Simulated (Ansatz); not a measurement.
Basis sets compared for CeF3. The state is a doublet with charge 0. Geometry PBE-D4/def2-SVP. Ansatz on 4 threads of Arm Neoverse V1 on a shared host; times are rough, and most runs start from earlier orbitals.

```xyz
4

Ce    0.319    0.434    0.003
F    -1.559    0.921    0.696
F     1.102   -1.041    1.211
F     0.138   -0.313   -1.910
```

In the def2 sets Ce takes a core potential; there is no spin–orbit coupling. With an open 4f shell the SCF may have ended on a state above the lowest.

```json
{"level": "PBE-D4/def2-SVP", "functions": "120", "energy (Eh)": "-774.2987", "HOMO (eV)": "-3.09", "LUMO (eV)": "-2.53", "wall time": "6.5 s"}
{"level": "PBE0-D4/def2-SVP", "functions": "120", "energy (Eh)": "-774.2756", "HOMO (eV)": "-6.09", "LUMO (eV)": "-1.70", "wall time": "9 s"}
```

(1) Estimate the rows for PBE-D4/def2-TZVP, PBE0-D4/def2-TZVP (with forces).

## Answers

(1) 
| level | functions | energy (Eh) | HOMO (eV) | LUMO (eV) | wall time |
| --- | --- | --- | --- | --- | --- |
| PBE-D4/def2-TZVP | 186 | -774.6823 | -3.50 | -2.93 | 9 s |
| PBE0-D4/def2-TZVP (with forces) | 186 | -774.6561 | -6.41 | -1.84 | 29 s |
